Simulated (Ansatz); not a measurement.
Gas-phase reaction R1 → P1 + P2, each structure at its B3LYP-D3(BJ)/def2-TZVP stationary point, reached from a drawn start (curvature not checked).
R1: F3Sc (SMILES [F][Sc]([F])[F]), charge 0, multiplicity 1.
P1, F2Sc (SMILES [F][Sc][F]) (charge 0, multiplicity 2):
```xyz
3

Sc     0.004     0.005    -0.610
F      1.590    -0.006     0.314
F     -1.594     0.001     0.296
```
P2: F atom, charge 0, multiplicity 2.

P less R. No zero-point or thermal terms; singlets are restricted closed shells; open shells are unrestricted; no spin–orbit coupling. The spin states of the d-block species are the ones drawn and need not be the lowest.

Correlated levels freeze the cores. CBS: X⁻³ extrapolation of the correlation energy, Hartree–Fock from the larger set.

Run with Ansatz (Gaussian basis) for Hartree–Fock, density functionals and correlated methods. Each number belongs to the level named beside it.

**Question.** Predict the reaction energy from CCSD(T)/CBS(def2-TZVPP, def2-QZVPP).

**Answer.** 675 kJ/mol

**Question.** What reaction energy does CAM-B3LYP/def2-TZVPP give?

**Answer.** 659 kJ/mol

**Question.** Estimate the reaction energy that CCSD/def2-SVP returns for this input.

**Answer.** 639 kJ/mol

Ansatz is a quantum-chemistry and plane-wave program.
